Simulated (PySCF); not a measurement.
## The third ionisation energy along the 3d series

Calculated with PySCF 2.14 from differences of total energies of unrestricted determinants, without spin-orbit coupling. Values in eV. The last column holds reference values (NIST; (s) semi-empirical, (t) theoretical, else measured). Unmarked ones compare directly (S terms, centres of terms, or small fine structure); those marked * lie between the lowest fine-structure levels and include a spin-orbit shift.

```csv
element,configurations,UHF,MP2 (valence),SCS-MP2 (valence),reference
"Sc (x2c-TZVPall, spin-free X2C)",[Ar] 3d1 → [Ar],23.777,n/a,n/a,24.757 *
"Cr (x2c-TZVPall, spin-free X2C)",[Ar] 3d4 → [Ar] 3d3,29.701,30.227,29.876,30.959 ± 0.025 *
"Fe (x2c-TZVPall, spin-free X2C)",[Ar] 3d6 → [Ar] 3d5,28.267,29.568,29.669,30.651 ± 0.012 *
"Co (x2c-TZVPall, spin-free X2C)",[Ar] 3d7 → [Ar] 3d6,31.174,32.714,32.756,33.5 ± 0.06 (s) *
"Ni (x2c-TZVPall, spin-free X2C)",[Ar] 3d8 → [Ar] 3d7,32.610,34.536,34.455,35.187 ± 0.019 *
"Zn (x2c-TZVPall, spin-free X2C)",[Ar] 3d10 → [Ar] 3d9,37.031,39.651,39.330,39.723 *
```

"Valence" correlates the outer s and p shells and, in groups 3 to 12 and the f block, the outer d or f shell, open or full, or the next shell where the ion has no valence electron left; the wider scheme adds the next inner shell.
